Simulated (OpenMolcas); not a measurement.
## Lines of Sn: computed and rescaled rates

| Quantity | Value |
| --- | --- |
| Program | OpenMolcas 26.06 |
| Method | CASSCF |
| Basis | ANO-R3 [8s7p5d3f2g1h] |
| Scalar Hamiltonian | X2C, finite nucleus |
| Active space | 4 electrons in 4 orbitals (5s 5p) |
| State averaging | 2S+1 = 3 even, 3 roots; 2S+1 = 1 even, 6 roots kept (CI in the orbitals of an earlier block); 2S+1 = 5 odd, 1 root; 2S+1 = 3 odd, 5 roots kept (CI in the orbitals of an earlier block) |
| Spin-orbit coupling | RASSI with atomic mean-field integrals over the reference wave functions, term energies averaged over their components |

Rates come from the transition moments of the reference wave functions (E1 and E2 in the length form). At fixed line strength A goes as λ^-3 for E1 and M1 and as λ^-5 for E2, so a rate at the computed wavelength can be rescaled to the measured one. Measured vacuum wavelengths follow from level energies in NIST Handbook of Basic Atomic Spectroscopic Data. Branching counts decays inside the model space alone, at computed energies, and the table is only a selection of the E2 and M1 lines, drawn from those between levels with measured partners whose computed energy lies within a factor of 1.5 of the measured one.

```csv
Upper,Lower,Type,λ computed (nm),λ measured (nm),A computed (s-1),A rescaled (s-1),Branching %
5s2 5p2 3P1,5s2 5p2 3P0,M1,6858,5911,5.45e-02,8.51e-02,100.0
5s2 5p2 3P2,5s2 5p2 3P1,M1,5881,5761,6.42e-02,6.83e-02,99.3
5s2 5p2 3P2,5s2 5p2 3P0,E2,3166,2917,4.00e-04,6.02e-04,0.6
5s2 5p2 1S0,5s2 5p2 1D2,E2,1401,1170,4.46e-01,1.10e+00,6.5
5s2 5p2 1D2,5s2 5p2 3P2,M1,1350,1929,5.86e-01,,59.4
5s2 5p2 1D2,5s2 5p2 3P2,E2,1350,1929,1.49e-02,,1.5
5s2 5p2 1D2,5s2 5p2 3P1,M1,1098,1445,3.77e-01,,38.2
5s2 5p2 1D2,5s2 5p2 3P1,E2,1098,1445,6.20e-03,,0.6
5s2 5p2 1S0,5s2 5p2 3P2,E2,687.6,728.1,2.00e-01,,2.9
5s2 5p2 1S0,5s2 5p2 3P1,M1,615.6,646.4,6.19e+00,,90.6
```

Spin-changing lines and M1 lines between different terms are not rescaled, since their strength hangs on the term gaps too.

The largest correction is for 5s2 5p2 1S0 → 5s2 5p2 1D2 (E2): 4.46e-01 × (1401 / 1170)^5 = 1.10e+00 s-1, a factor of 2.46.

No measured rate stands beside these. Rescaling mends the energy factor alone: line strengths can still be far off where a level mixes with configurations outside the active space, and weak or spin-changing lines hang on small mixing coefficients that depend on the term gaps too, so rescaling need not improve them.

Terms from blocks run as CI alone lack orbitals of their own. Measured partners are found by configuration, term and J. A level has none where our copy of the source lacks it or the pairing is in doubt (some pairs that miss far off the trend of their configuration count as doubtful). Only configurations of the active space appear.
